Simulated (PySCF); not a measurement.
Compound: C8H9N.
SMILES with atom numbers: `[H]\[N:9]=[CH:8]/[CH:7]=[CH:6]\[CH:5]=[C:3](/[C:2]#[CH:1])[CH3:4]` (hydrogens: H10 on C1; H11, H12, H13 on C4; H14 on C5; H15 on C6; H16 on C7; H17 on C8; H18 on N9)

Structure used (GFN2-xTB), in Å, numbered top down from 1:
```
atom  x, y, z in Å
C1    -2.602    2.046   -0.914
C2    -2.064    1.096   -0.411
C3    -1.493   -0.041    0.201
C4    -2.461   -0.934    0.913
C5    -0.168   -0.297    0.145
C6     0.774    0.542   -0.530
C7     2.105    0.342   -0.623
C8     2.850   -0.761   -0.060
N9     4.098   -0.957   -0.144
H10   -3.052    2.882   -1.360
H11   -1.950   -1.786    1.355
H12   -2.975   -0.379    1.698
H13   -3.219   -1.295    0.218
H14    0.199   -1.186    0.637
H15    0.351    1.420   -1.005
H16    2.698    1.067   -1.171
H17    2.302   -1.514    0.498
H18    4.599   -0.240   -0.672
```

Vertical excitations from PySCF (density fitting, frozen core in the response, grid level 2 and gas phase unless stated; continuum runs use non-equilibrium linear response for the excitations) on a GFN2-xTB geometry. Reference run:

| settings | S1, eV (f) | S2, eV (f) | S3, eV (f) | S4, eV (f) | S5, eV (f) | S6, eV (f) | T1, eV (Tamm–Dancoff) | mean α (au) |
| --- | --- | --- | --- | --- | --- | --- | --- | --- |
| PBE0/def2-SVPD, full TDDFT, 6 singlets | 4.00 (0.002) | 4.25 (0.841) | 4.87 (0.000) | 5.31 (0.051) | 5.86 (0.084) | 5.87 (0.001) | 2.29 | 124.5 |

Q: What do these settings give: BP86/def2-SVP, grid level 4, full TDDFT, 1 singlet?

A: 
```
                                          settings    S1, eV (f)  S2, eV (f)  S3, eV (f)  S4, eV (f)  S5, eV (f)  S6, eV (f)  T1, eV (Tamm–Dancoff)  mean α (au)
BP86/def2-SVP, grid level 4, full TDDFT, 1 singlet  3.00 (0.001)           –           –           –           –           –                   2.30        113.7
```

S1 moves by -1.00 eV; functional and basis change together, so the shift can't be laid on one. States are counted by energy in each run and needn't keep their character from row to row.

Q: Give the leading configurations of S1 (H = HOMO, L = LUMO) and the HOMO–LUMO gap of each run.

A: 
```tsv
settings	S1 configurations (weight)	S1 (eV)	orbital gap (eV)	S1 − gap (eV)
PBE0/def2-SVPD, full TDDFT, 6 singlets	H−1→L 0.94	4.00	4.45	-0.45
BP86/def2-SVP, grid level 4, full TDDFT, 1 singlet	H−1→L 0.99	3.00	2.79	+0.21
```

One conformer stands for the species.
